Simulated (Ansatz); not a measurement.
TiCl₂O₂H₂⁺, that is Ti(OH)2Cl2 with one electron fewer. Total charge 1; doublet. Geometry r2SCAN-D4/def2-SVP; atoms count from 1.

```xyz
7

Ti   -0.096    0.179    0.064
O     1.337    0.192   -0.871
H     2.119   -0.084   -1.383
O    -0.711   -1.371    0.450
H    -0.828   -2.336    0.517
Cl   -1.676    1.722   -0.562
Cl   -0.145    1.698    1.784
```

No other spin state of charge 1 was run.

(1) Estimate the Mulliken populations from the PBE0/def2-TZVP orbitals of Ansatz.

(2) Where does the spin sit?

(3) And the Mayer bond orders between bonded heavy atoms (over 0.3)?

Answers

(1) 
```tsv
atom	charge (e)	spin (α − β)	d electrons
Ti1	1.48	-0.08	2.06
O2	-0.64	0.01	–
H3	0.41	0.00	–
O4	-0.64	0.01	–
H5	0.41	0.00	–
Cl6	-0.01	0.54	–
Cl7	-0.01	0.54	–
```
Mulliken values and Mayer orders depend strongly on the basis.

(2) Summed by element: Ti -0.08, O 0.01, H 0.00, Cl 1.07, of 1 unpaired in all. Largest on single atoms: Cl6 0.54, Cl7 0.54, Ti1 -0.08.

(3) Ti1–O2 1.23 (1.71 Å); Ti1–O4 1.23 (1.71 Å); Ti1–Cl6 0.81 (2.29 Å); Ti1–Cl7 0.81 (2.29 Å). Values over 0.3 also appear between atoms too far apart for a bond (Cl6–Cl7 0.40 at 2.80 Å); they arise where an orbital or an unpaired electron spreads over both atoms.
